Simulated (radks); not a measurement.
Results of a calculation; reference values are marked as such.
Trend from Sc to Zn: ionisation energy by Delta-SCF between NIST ground configurations, and size. Level of theory: scalar-relativistic Kohn-Sham, PBEsol, spin-polarised, spherical densities, point nucleus; open shells are filled with parallel spins first (a radial shooting solver on a logarithmic mesh with Libxc functionals).

species  configuration  configuration of the ion  IE (eV)  NIST (eV)  kind  -e(HOMO) (eV)
Sc        [Ar] 3d1 4s2              [Ar] 3d1 4s1    6.410      6.561  exp.     3.536 (3d)
Ti        [Ar] 3d2 4s2              [Ar] 3d2 4s1    6.654      6.828  exp.     4.170 (4s)
V         [Ar] 3d3 4s2                  [Ar] 3d4    5.897      6.746  exp.     4.282 (4s)
Cr        [Ar] 3d5 4s1                  [Ar] 3d5    7.392      6.767  exp.     3.738 (3d)
Mn        [Ar] 3d5 4s2              [Ar] 3d5 4s1    7.186      7.434  exp.     4.466 (4s)
Fe        [Ar] 3d6 4s2              [Ar] 3d6 4s1    7.791      7.902  exp.     4.866 (4s)
Co        [Ar] 3d7 4s2                  [Ar] 3d8    7.682      7.881  exp.     5.194 (4s)
Ni        [Ar] 3d8 4s2                  [Ar] 3d9    7.019      7.640  exp.     5.483 (4s)
Cu       [Ar] 3d10 4s1                 [Ar] 3d10    8.367      7.726  exp.     4.900 (3d)
Zn       [Ar] 3d10 4s2             [Ar] 3d10 4s1    9.561      9.394  exp.     5.998 (4s)

Reference values: NIST Atomic Spectra Database (measured). Open shells are spherical and high-spin; term and fine-structure splittings are not resolved.
